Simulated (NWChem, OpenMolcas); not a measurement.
## How basis sets differ on AlSiH5O2 (SMILES O[SiH2][O][AlH2])

The species is AlSiH5O2 (9 atoms), meant as a singlet with charge 0. As SMILES, `O[SiH2][O][AlH2]`. The shape is that of a PBE0-D4/def2-TZVP optimisation. This is one conformer, not always the lowest.

Quantity: the HOMO–LUMO gap, in eV. The values are calculated.

```csv
level,kind,program,value (eV),CPU time
HF/ANO-RCC-MB (DKH2),Hartree–Fock,OpenMolcas,13.18,5.1 s
HF/STO-3G,Hartree–Fock,NWChem,17.16,2.1 s
HF/3-21G,Hartree–Fock,OpenMolcas,12.92,4.1 s
"HF/ANO-R1 (sfX2C, RICD fitting)",Hartree–Fock,OpenMolcas,13.02,4.3 s
HF/cc-pVDZ,Hartree–Fock,OpenMolcas,13.06,14 s
```

The values span 12.92 to 17.16 eV. A Hartree–Fock LUMO above zero doesn't converge with the basis: it sinks as sets grow more diffuse. Orbital gaps aren't excitation energies. CPU times are rough (shared hosts, several kinds of processor and program).
